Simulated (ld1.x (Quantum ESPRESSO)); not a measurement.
**What the settings do to the TM potential of Ce**

Base potential:

ld1.x (Quantum ESPRESSO) 7.5 input, shortened:

```
&input
   title='Ce', zed=58., rel=1, dft='PBESOL', iswitch=3,
   config='[Xe] 4f1 5d1 6s1 6p0'
 /
 &inputp
   pseudotype=2, tm=.true., lloc=0,
   nlcc=.false.
 /
4
5P  2  1   6.00   0.00  1.95  1.95  0.0
5D  3  2   1.00   0.00  3.35  3.35  0.0
4F  4  3   1.00   0.00  1.10  1.10  0.0
5S  1  0   2.00   0.00  1.90  1.90  0.0
 &test
   configts(1)='4f1 5s2 5p6 5d1 6s1 6p0'
 /
```

Occupied shells without a wave of their own: 6s. They enter only through the test configuration that unscreens the potential.

Cutoffs, loose and tight: the cutoffs (Ry, on a coarse ladder) from which the occupation-weighted sum of valence levels, in a spherical-Bessel basis at the reference potential, stays within 10 and 1 mRy of its value at 400 Ry. They do not see the model core or the augmentation charge, which bear on the density cutoff. Test errors are all-electron minus pseudo excitation energies from the reference, over the configurations 4f1 5s2 5p6 5d1 6s2 6p0; 4f1 5s2 5p6 5d1 6s0 6p0; 4f1 5s2 5p6 5d0 6s0 6p0; 4f1 5s2 5p6 5d1 6s1 6p1; 4f0 5s2 5p6 5d0 6s0 6p0; 4f0 5s2 5p6 5d2 6s2 6p0; 4f1 5s2 5p6 5d1 6s0 6p2. A dash means not determined; rows that change the core or the reference have their own tests. The largest error is taken over the tests solved by every variant that gives reliable tests at all: 4f0 5s2 5p6 5d0 6s0 6p0; 4f0 5s2 5p6 5d2 6s2 6p0; 4f1 5s2 5p6 5d0 6s0 6p0; 4f1 5s2 5p6 5d1 6s0 6p0.

Cutoffs are not given where the Bessel-basis levels miss the radial ones by over 6 mRy, ghosts where they miss by over 20 mRy; a channel whose overlap is not positive is not tested.

| change | outcome | cutoff, loose | cutoff, tight | bound ghosts | largest test error (meV) |
| --- | --- | --- | --- | --- | --- |
| base | generated, misses its reference levels by 0.22 eV | 230 Ry | 260 Ry | none | +449 |
| wave 5s (bound): rc 1.90 bohr becomes 5s (bound): rc 1.32 bohr | generated | 230 Ry | 260 Ry | none | +313 |
| wave 5s (bound): rc 1.90 bohr becomes 5s (bound): rc 1.60 bohr | generated | 230 Ry | 260 Ry | none | +328 |
| wave 5s (bound): rc 1.90 bohr becomes 5s (bound): rc 1.94 bohr | generated, misses its reference levels by 0.27 eV | 230 Ry | 260 Ry | none | -524 |
| wave 5s (bound): rc 1.90 bohr becomes 5s (bound): rc 2.16 bohr | generated, misses its reference levels by 0.59 eV | 230 Ry | 260 Ry | none | -1370 |
| wave 5s (bound): rc 1.90 bohr becomes 5s (bound): rc 2.76 bohr | generated, misses its reference levels by 13.27 eV | – | – | not determined | +10332 |

Question: What comes out with this change to the base: wave 5s (bound): rc 1.90 bohr becomes 5s (bound): rc 2.56 bohr?

Answer: outcome: generated, misses its reference levels by 12.96 eV; bound ghosts: not determined; largest test error (meV): +9481.

Reading the sweep of the s radius (base included, trends over the rows without a ghost): The loose cutoff stays near 230 Ry. The median size of the test errors (rows with all tests solved) is not monotonic: lowest 93.1 meV at 1.6 bohr, highest 803.1 meV at 2.16 bohr.
